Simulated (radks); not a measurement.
Calculated with a radial shooting solver on a logarithmic mesh with Libxc functionals: scalar-relativistic Kohn-Sham, LDA (Slater exchange, Perdew-Wang correlation), spin-unpolarised, spherical densities, finite nucleus; Fermi nuclear charge, rms radius of each element as measured or else 0.836 A^(1/3) + 0.57 fm. Response by self-consistent Sternheimer equations with the Hartree and adiabatic LDA kernel, the relativistic mass of each level held fixed and spin-orbit coupling left out. For heavy and open-shell atoms this level of theory can miss by tens of per cent. Rank Sn5+, Sn+, Sn4+, Sn3+, Sn2+, Sn6+, Sn (NIST ground configurations) by static dipole polarisability, largest first.

Answer. Sn 63.35, Sn+ 26.26, Sn2+ 14.37, Sn3+ 8.332, Sn4+ 2.429, Sn5+ 1.885, Sn6+ 1.508 bohr^3.
